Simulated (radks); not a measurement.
Values are calculated unless marked as measured or tabulated.
Problem. Ionisation ladder of palladium, from Pd I to Pd XXII. Each ion is in the ground configuration listed by NIST, and IE = E(next ion) - E(this ion). Level of theory: non-relativistic Kohn-Sham, LDA (Slater exchange, Perdew-Wang correlation), spin-unpolarised, spherical densities, point nucleus; relativity is left out, which matters for an element this heavy (a radial shooting solver on a logarithmic mesh with Libxc functionals).

| species | configuration | IE, Delta-SCF (eV) | <r> HOMO (bohr) |
|---|---|---|---|
| Pd I | [Kr] 4d10 | ? | 1.57 |
| Pd II | [Kr] 4d9 | 21.371 | 1.45 |
| Pd III | [Kr] 4d8 | 35.031 | 1.36 |
| Pd IV | [Kr] 4d7 | 50.123 | 1.30 |
| Pd V | [Kr] 4d6 | 66.422 | 1.24 |
| Pd VI | [Kr] 4d5 | ? | 1.20 |
| Pd VII | [Kr] 4d4 | 102.10 | 1.16 |
| Pd VIII | [Kr] 4d3 | 121.30 | 1.12 |
| Pd IX | [Kr] 4d2 | 141.33 | 1.09 |
| Pd X | [Kr] 4d1 | ? | 1.06 |
| Pd XI | [Kr] | 238.99 | 0.943 |
| Pd XII | [Ar] 3d10 4s2 4p5 | 262.91 | 0.928 |
| Pd XIII | [Ar] 3d10 4s2 4p4 | 287.31 | 0.914 |
| Pd XIV | [Ar] 3d10 4s2 4p3 | 312.15 | 0.901 |
| Pd XV | [Ar] 3d10 4s2 4p2 | 337.38 | 0.888 |
| Pd XVI | [Ar] 3d10 4s2 4p1 | 362.91 | 0.875 |
| Pd XVII | [Ar] 3d10 4s2 | 423.09 | 0.842 |
| Pd XVIII | [Ar] 3d10 4s1 | ? | 0.832 |
| Pd XIX | [Ar] 3d10 | 816.07 | 0.347 |
| Pd XX | [Ar] 3d9 | 878.78 | 0.342 |
| Pd XXI | [Ar] 3d8 | 943.10 | 0.336 |
| Pd XXII | [Ar] 3d7 | 1009.0 | 0.331 |

Estimate the withheld Delta-SCF values.

Solution. Pd I: 9.525 eV (NIST 8.337); Pd VI: 83.782 eV (NIST 84); Pd X: 162.14 eV (NIST 160); Pd XVIII: 448.95 eV (NIST 457.5).

Beside tabulated values, note that spin-unpolarised runs miss the spin-polarisation part of the exchange energy of open shells.
